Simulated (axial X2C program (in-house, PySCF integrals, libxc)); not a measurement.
# SeCN: properties at the nuclei

Computed with an axial X2C code built on PySCF integrals: two-component X2C with atomic mean-field Coulomb and Gaunt terms, Gaussian nuclei, basis Se dyall-v3z, C dyall-v3z, N dyall-av3z with contracted cores.

Se–C–N held linear, with bonds 1.790 and 1.165 Å (near the PBE0 minimum at charge 0 of the determinant lowest at the starting distance; the state shown can have its own minimum elsewhere, held linear; other orders of the atoms were not compared).

Input and command:
```json
{"zs": [34, 6, 7], "q": 0, "bas": ["dyall-v3z", "dyall-v3z", "dyall-av3z"], "r0": [1.86, 1.16], "symm": 0, "scan": ["PBE0", "HF", "r2SCAN"], "levels": ["PBE0", "HF", "BHandHLYP"], "nst": 2}
```
```bash
python solin.py task.json out
```

Keys: zs atomic numbers; q charge; bas basis sets; r0 starting distance in Å; symm equal bonds; scan levels of the two-bond scan; levels methods; nst determinants followed.

Determinant lowest in the PBE0 search, Ω = 3/2 (⟨Sz⟩ = 0.50, ⟨Lz⟩ = 1.00 at PBE0), spin on the atoms Se 0.44, C -0.08, N 0.14:

| level | Eeff magnitude (GV/cm) | Ws magnitude Se (kHz) | A∥/gI Se (MHz) | qzz Se (a.u.) | A∥/gI C (MHz) | qzz C (a.u.) | A∥/gI N (MHz) | qzz N (a.u.) | μ (D) |
| --- | --- | --- | --- | --- | --- | --- | --- | --- | --- |
| PBE0 | 0.319 | 0.0889 | 421 | 3.79 | -6.22 | -0.31 | 31.4 | -0.99 | -3.11 |
| HF | 0.802 | 0.223 | 489 | 4.05 | -35.8 | -0.40 | 37.8 | -1.12 | -3.20 |
| BHandHLYP | 0.39 | 0.108 | 461 | 4.05 | -11.2 | -0.37 | 34.2 | -1.08 | -3.25 |

Determinant 0.20 eV from it at PBE0 and this distance, Ω = 1/2 (⟨Sz⟩ = -0.50, ⟨Lz⟩ = 1.00 at PBE0), spin on the atoms Se -0.44, C 0.08, N -0.14:

| level | Eeff magnitude (GV/cm) | Ws magnitude Se (kHz) | A∥/gI Se (MHz) | qzz Se (a.u.) | A∥/gI C (MHz) | qzz C (a.u.) | A∥/gI N (MHz) | qzz N (a.u.) | μ (D) |
| --- | --- | --- | --- | --- | --- | --- | --- | --- | --- |
| PBE0 | 0.0131 | 0.0139 | 2270 | 3.60 | 21.9 | -0.32 | 148 | -0.99 | -3.05 |
| HF | 0.375 | 0.307 | 2170 | 3.82 | 65.8 | -0.40 | 109 | -1.12 | -3.17 |
| BHandHLYP | 0.0153 | 0.00757 | 2290 | 3.83 | 16.8 | -0.37 | 139 | -1.08 | -3.20 |

Eeff is the effective electric field on the electron electric dipole moment in this Ω state and Ws the scalar–pseudoscalar constant of the nucleus named (defined with the proton number Z and per Ω); A∥ (defined per Ω) follows by multiplying with gI = μI/(I μN); qzz is the electric field gradient, eQq0 = 234.96 MHz × Q/barn × qzz; μ is positive if the N end (last atom) is positive. The operators were transformed with the bare-nucleus X2C matrices; with these basis sets, hyperfine constants and field gradients can be off by tens of per cent, and where levels differ in sign neither size nor sign is settled.

(1) With gI(77Se) = 1.0701, gI(14N) = 0.4038, Q(14N) = 0.02044 barn (g factors from the IAEA table of nuclear moments by Stone; Q from Pyykkö, Mol. Phys. 2018), turn the PBE0 values of the first state into constants in MHz.

The molecule was held linear; bending was not examined, so a bent shape may lie lower.

Each state is one determinant with collinear spin. Unrestricted Hartree–Fock can overshoot spin polarisation at the nuclei. In the state Ω = 1/2 the sign of Eeff differs between levels (HF, BHandHLYP against PBE0). Where Eeff spreads by more than a factor of two the levels disagree and none is to be relied on. The search compared states at one distance, so a state with another bond length can lie lower. The sign of Ws at Se differs between levels in the second state. Where a field gradient or hyperfine factor spreads by more than a factor of two over the levels, a constant derived from it is not to be relied on. PBE0 term energies can be off by some tenths of an eV.

Answers

(1) A∥(77Se) = 421 × 1.0701 = 451 MHz; A∥(14N) = 31.4 × 0.4038 = 12.7 MHz; eQq0(14N) = 234.96 × (0.02044) × (-0.99) = -4.75 MHz.
